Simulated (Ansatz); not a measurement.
Ansatz (a quantum-chemistry and plane-wave program) input:

Ansatz 0.2 input:
```yaml
crystal:
  periodic: [false, false, false]
  atoms:
    - {symbol: Ga, position_ang: [0.06898587, 0.01230400, 0.02072653]}
    - {symbol: H, position_ang: [-0.86655961, -1.41500440, -0.26921292]}
    - {symbol: H, position_ang: [-1.27200235, 1.03358047, -0.37330959]}
basis:
  gaussian:
    orbitals: def2-TZVPD
hamiltonian:
  xc: {name: B2GP-PLYP}
total_charge: -1
magnetization: {spin_polarized: false}
correlation: {electrons: outside_noble_gas}
```

### Question
What final total energy does it print?

### Answer
-1925.44948 Eh (B2GP-PLYP/def2-TZVPD). The basis has 72 functions.
